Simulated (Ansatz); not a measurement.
Input file for Ansatz (a first-principles code): U-CCSD(T)/cc-pV(D+d)Z on FHSi (SMILES F[SiH]), a point of a bond scan (R = 1.458 Å). Files ending in .json are basis or fitting sets from the Basis Set Exchange.

Ansatz 0.2 input:
```yaml
crystal:
  periodic: [false, false, false]
  atoms:
    - {symbol: Si, position_ang: [-0.20727404, -0.34538525, 0.44957300]}
    - {symbol: H, position_ang: [-1.00310898, -1.19489806, -0.55576776]}
    - {symbol: F, position_ang: [0.36976715, 0.56849063, -0.52886813]}
basis:
  gaussian:
    orbitals: cc-pV_D+d_Z.json
correlation: {method: ccsd_t, electrons: outside_noble_gas}
scf: {omitted_lower_state_checks: [cluster_reference]}
magnetization: {spin_polarized: true, initial_magnetization: 0}
```

The head of its log:

```
WARN ansatz: RAYON_NUM_THREADS=1 ignored (pool sized by the plan → 1); use --threads N
Functional definition: HF
these checks for a lower state are left out or cut short: cluster_reference
integrals: 0.02 GiB planned
430 factors; integrals over basis functions are off by at most 9.7e-4 eV
mean field: 0.08 GiB planned
mean field evaluation 1: about -10582.3899 eV, gradient 1.6e1 eV
mean field evaluation 2: about -10582.4135 eV, gradient 1.6e1 eV
mean field evaluation 4: about -10583.3746 eV, gradient 9.2e-1 eV
mean field evaluation 8: about -10583.3858 eV, gradient 7.7e-4 eV
mean field evaluation 16: about -10583.4123 eV, gradient 8.6e-3 eV
mean field evaluation 32: about -10583.4099 eV, gradient 1.4e-1 eV
mean field -10583.41233328 eV, -388.9332295533 hartree, gradient 2.4e-6 eV, S^2 0.206876; 4 other end points of the search recorded, 0 dependent functions left out
6 core orbitals not correlated
reference -10583.41233328 eV, -388.9332295533 hartree; 6, 6 occupied and 30, 30 virtual orbitals, 430 factors
```

Give the final energy of this run.

-389.2249 hartree (reference determinant -388.9332, T1 diagnostic 0.057). Its determinant has ⟨S²⟩ = 0.21, a mixture of spin states.
